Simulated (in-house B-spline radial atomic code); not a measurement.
Configurations of Se V (Se4+), with energies counted from [Ar] 3d10 4s2. Level of theory: non-relativistic BHandHLYP, spin-polarised, spherical fractional occupations, exact exchange averaged over the configuration, point nucleus; calculated with a radial B-spline atomic code at the basis-set limit. Shells without spins written out take the highest spin.

Occupations are held fixed; configurations that lie above the ionisation limit could autoionise.

```tsv
configuration	E - E(ref) (eV)	highest orbital	its <r> (bohr)
[Ar] 3d10 4s1 4d1	30.619	4d up	2.324
[Ar] 3d10 4s1 4f1	44.389	4f up	3.321
[Ar] 3d9 4s2 4d1	82.079	4d up	2.235
[Ar] 3d9 4s2 5s1	86.972	5s up	3.226
[Ar] 3d9 4s2 5d1	98.756	5d up	4.413
[Ne] 3s2 3p5 3d10 4s2 5f1	208.06	5f up	5.789
```

Question: Order these further configurations by energy, lowest first.
A. [Ar] 3d9 4s2 5p1
B. [Ne] 3s2 3p5 3d10 4s2 4d1
C. [Ar] 3d10 4s1 5d1
D. [Ar] 3d9 4s2 4p1
E. [Ar] 3d9 4s2 4f1

Answer: C (46.316 eV), D (61.394 eV), A (91.67 eV), E (96.866 eV), B (185.25 eV).

Question: How far above the reference does [Ar] 3d10 4s1 5f1 lie?

Answer: 52.156 eV; its least bound orbital is 5f up with <r> = 5.873 bohr.
